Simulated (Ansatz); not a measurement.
Wavefunction ladder for AlFH2Se, SMILES `[F][AlH][SeH]`

Cartesian coordinates in Å:
```
F -0.1683 -1.6914 -1.3670
Al 0.1534 -0.6109 -0.1670
Se -0.8621 1.4453 -0.3662
H 1.1038 -1.0220 1.0132
H -0.2268 1.8790 0.8869
```

Charge 0, multiplicity 1. Correlated methods include outer-core shells of Se, which these sets cover unevenly. Scalar relativity is left out up to krypton. All single points use the PBE0-D4/def2-TZVP geometry. It is one conformer, not always the lowest. Frozen core, restricted reference, the Gaussian-basis code of Ansatz.

```csv
basis,HF (Eh),MP2 corr.,CCSD corr.,(T),CCSD(T) total
def2-SVP,-2742.02694,-0.48501,?,-0.01005,?
def2-TZVPP,-2742.54132,-0.60196,?,?,?
def2-QZVPP,-2742.60102,?,–,–,–
```

Question: Fill in the withheld values. (An estimate is asked.)

Answer: Ansatz gave: def2-SVP CCSD corr.: -0.50158; def2-SVP CCSD(T) total: -2742.53857; def2-TZVPP CCSD corr.: -0.61814; def2-TZVPP (T): -0.01977; def2-TZVPP CCSD(T) total: -2743.17923; def2-QZVPP MP2 corr.: -0.93679.
